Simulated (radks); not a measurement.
Values are calculated unless marked as measured or tabulated.
Co+, 26 electrons, occupied as [Ar] 3d7 4p1 (not the ground configuration). Level of theory: non-relativistic Kohn-Sham, PBEsol, spin-polarised, spherical densities, point nucleus; open shells are filled with parallel spins first (a radial shooting solver on a logarithmic mesh with Libxc functionals).

Normalised radial functions P(r) = r R(r), r in bohr:

| r | 3s up | 4p up |
|---|---|---|
| 0.00213 | 0.0640 | 0.0002 |
| 0.00246 | 0.0733 | 0.0003 |
| 0.002819 | 0.0831 | 0.0004 |
| 0.003229 | 0.0942 | 0.0005 |
| 0.0037 | 0.1065 | 0.0007 |
| 0.004273 | 0.1211 | 0.0009 |
| 0.004895 | 0.1363 | 0.0012 |
| 0.005608 | 0.1531 | 0.0015 |
| 0.006425 | 0.1714 | 0.0020 |
| 0.007421 | 0.1924 | 0.0026 |
| 0.008502 | 0.2138 | 0.0033 |
| 0.00974 | 0.2363 | 0.0043 |
| 0.01116 | 0.2598 | 0.0056 |
| 0.01289 | 0.2851 | 0.0072 |
| 0.01476 | 0.3087 | 0.0093 |
| 0.01692 | 0.3312 | 0.0118 |
| 0.01938 | 0.3514 | 0.0150 |
| 0.02238 | 0.3685 | 0.0192 |
| 0.02564 | 0.3789 | 0.0241 |
| 0.02938 | 0.3813 | 0.0301 |
| 0.03366 | 0.3735 | 0.0373 |
| 0.03887 | 0.3510 | 0.0464 |
| 0.04453 | 0.3138 | 0.0565 |
| 0.05102 | 0.2586 | 0.0679 |
| 0.05845 | 0.1838 | 0.0806 |
| 0.06751 | 0.0829 | 0.0951 |
| 0.07734 | -0.0315 | 0.1092 |
| 0.08861 | -0.1605 | 0.1228 |
| 0.1015 | -0.2973 | 0.1346 |
| 0.1172 | -0.4390 | 0.1435 |
| 0.1343 | -0.5557 | 0.1464 |
| 0.1539 | -0.6395 | 0.1421 |
| 0.1763 | -0.6734 | 0.1283 |
| 0.2036 | -0.6380 | 0.1019 |
| 0.2333 | -0.5264 | 0.0650 |
| 0.2673 | -0.3369 | 0.0171 |
| 0.3062 | -0.0786 | -0.0393 |
| 0.3536 | 0.2460 | -0.1034 |
| 0.4051 | 0.5668 | -0.1617 |
| 0.4642 | 0.8620 | -0.2101 |
| 0.5318 | 1.0931 | -0.2409 |
| 0.6142 | 1.2350 | -0.2469 |
| 0.7036 | 1.2582 | -0.2230 |
| 0.8061 | 1.1802 | -0.1695 |
| 0.9236 | 1.0243 | -0.0891 |
| 1.067 | 0.8112 | 0.0192 |
| 1.222 | 0.6007 | 0.1352 |
| 1.4 | 0.4100 | 0.2552 |
| 1.604 | 0.2564 | 0.3697 |
| 1.852 | 0.1405 | 0.4745 |
| 2.122 | 0.0714 | 0.5495 |
| 2.431 | 0.0323 | 0.5944 |
| 2.786 | 0.0128 | 0.6044 |
| 3.217 | 0.0041 | 0.5749 |
| 3.686 | 0.0012 | 0.5119 |
| 4.223 | 0.0003 | 0.4238 |
| 4.838 | 0.0000 | 0.3252 |
| 5.587 | 0.0000 | 0.2251 |
| 6.401 | 0.0000 | 0.1452 |
| 7.334 | 0.0000 | 0.0845 |
| 8.402 | 0.0000 | 0.0436 |
| 9.704 | 0.0000 | 0.0186 |
| 11.12 | 0.0000 | 0.0071 |

3s up: eigenvalue -111.12 eV, 2 radial nodes at r = 0.0746, 0.318 bohr, <r> = 0.783 bohr, 90 % of the charge inside 1.17 bohr. 4p up: eigenvalue -8.719 eV, 2 radial nodes at r = 0.279, 1.04 bohr, <r> = 3.22 bohr, 90 % of the charge inside 4.86 bohr.
